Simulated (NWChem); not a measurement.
Species: BSiH₃O₂F₂; SMILES OB([SiH](F)F)O

```xyz
9

Si    -0.2557    -0.8063    -0.3193
F      1.2426    -1.3934    -0.0288
F     -1.2321    -1.4930     0.7784
B     -0.0203     1.1781    -0.0012
O      1.1788     1.6156     0.4655
O     -1.0163     2.0566    -0.2470
H     -0.6860    -1.3102    -1.6494
H      1.8107     0.8977     0.5926
H     -0.7582     2.9647    -0.0391
```
Atoms are numbered in this order, from 1.

Computed with NWChem. STO-3G and 3-21G are far too small for this property and stand as cheap habits. All runs use the structure optimised with PBE0/def2-SVP. GIAO values for the isolated, static molecule; σ is the absolute isotropic shielding, δ = σ(reference) − σ with the isolated reference molecule computed at the same levels (11B: boron trifluoride, 19F: trichlorofluoromethane, 1H: tetramethylsilane, 17O: water, 29Si: tetramethylsilane).

| level | δ Si1 (ppm) | δ F2 (ppm) | δ F3 (ppm) | δ B4 (ppm) | δ O5 (ppm) | δ H7 (ppm) | δ H9 (ppm) |
|---|---|---|---|---|---|---|---|
| LDA (Slater exchange, VWN5)/pcSseg-1 | ? | ? | ? | ? | ? | ? | ? |
| Hartree-Fock/STO-3G | -8.6 | -189.6 | -185.7 | 28.7 | 62.6 | 2.33 | 3.47 |
| BHandHLYP/pcSseg-1 | -5.4 | -145.4 | -146.6 | 17.1 | 150.3 | 4.85 | 4.46 |

**Question.** Fill in the missing entries.

**Answer.** 
- LDA (Slater exchange, VWN5)/pcSseg-1, δ Si1 (ppm): 15.8
- LDA (Slater exchange, VWN5)/pcSseg-1, δ F2 (ppm): -172.2
- LDA (Slater exchange, VWN5)/pcSseg-1, δ F3 (ppm): -173.0
- LDA (Slater exchange, VWN5)/pcSseg-1, δ B4 (ppm): 14.7
- LDA (Slater exchange, VWN5)/pcSseg-1, δ O5 (ppm): 181.8
- LDA (Slater exchange, VWN5)/pcSseg-1, δ H7 (ppm): 5.71
- LDA (Slater exchange, VWN5)/pcSseg-1, δ H9 (ppm): 4.77
